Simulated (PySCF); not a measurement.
**Structure elucidation problem**

An unknown has the formula C$_{5}$H$_{8}$N$_{2}$OSi. Its calculated NMR data are:

$^{1}$H NMR (400 MHz, computed): δ 12.27 (t, 1H), 5.14 (d, 2H), 2.47 (q, 2H), 1.34 (t, 3H).

$^{13}$C{$^{1}$H} NMR (computed): δ 243.6 (CH), 167.7 (C), 119.4 (C), 42.2 (CH2), 13.8 (CH3).

[PySCF: shielding tensors at PBE0/pcSseg-1 (GIAO); coordinates at the GFN2-xTB level; in vacuum; no relativistic terms; single conformer; rapidly exchanging positions averaged]

Chemical shifts δ = σref − σ; $^{1}$H (31.72 ppm), $^{13}$C (186.93 ppm) against TMS, all at this level.

**Question.** What is the structure?

**Answer.** 
1. The formula gives 4 degrees of unsaturation (no ring in the answer).
2. 5 carbon signals for 5 carbons: no two carbons are equivalent.
3. Carbon types of the structure: 2 × C, 1 × CH, 1 × CH2, 1 × CH3, leaving 2 H on heteroatoms.
4. δC 243.6: carbonyl carbon.
5. δC 167.7: C=N carbon.
6. δC 119.4: nitrile carbon; C≡N carbons fall here, among the sp2 signals but without a proton.
7. δC 42.2: sp3 CH2; saturated and bonded to C and H only.
8. δC 13.8: methyl carbon; a saturated carbon with 1 carbon neighbour and no heteroatom attached.
9. δH 12.27: hydrogen on a carbonyl carbon.
10. δH 1.34: hydrogen on a methyl carbon.

The compound is `CC/C(C#N)=N\[SiH2]C=O`.

This is the structure that produced the data.

Shifts are as computed. Against solution values, carbons near 30 ppm lie about +3 ppm off and those near 130 ppm about +5 ppm. Of 1211 compounds with measured shifts, 218 miss one by over three times the rms of a fit or turn the order of signals round; such compounds aren't used in these exercises. Multiplicities follow the n + 1 count of equivalent neighbours, as no J values were calculated; m marks all less simple cases, F and P coupling included.
